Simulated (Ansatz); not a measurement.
Asn (charge +1): PBE0-D4/def2-SVP single points in Ansatz on relaxed structures, gas phase. Each cluster is the lowest isomer that a short search found in that spin, judged at the geometry's level, and lower ones may exist. HOMO and LUMO are taken over both spins. Singlets are spin-restricted. The structures are stationary points that may keep the symmetry of their start.

```csv
species,atoms,state,geometry,HOMO (eV),LUMO (eV),gap (eV),point group (within 0.1 Å)
As3⁺,3,singlet,r2SCAN-D4/def2-TZVP,-13.42,-9.11,4.31,D3h
As4⁺,4,doublet,PBE-D4/def2-SVP,-12.13,-9.89,2.24,D2d
As5⁺,5,singlet,PBE-D4/def2-SVP,-11.76,-7.83,3.93,C4v
```

**Question.** Estimate the rows for As6⁺ (doublet, PBE-D4/def2-SVP geometry).

**Answer.** 
| species | atoms | state | geometry | HOMO (eV) | LUMO (eV) | gap (eV) | point group (within 0.1 Å) |
| --- | --- | --- | --- | --- | --- | --- | --- |
| As6⁺ | 6 | doublet | PBE-D4/def2-SVP | -10.87 | -8.11 | 2.76 | Cs |

The gap (eV) runs from 2.24 (As4⁺) to 4.31 (As3⁺). It alternates from one size to the next.
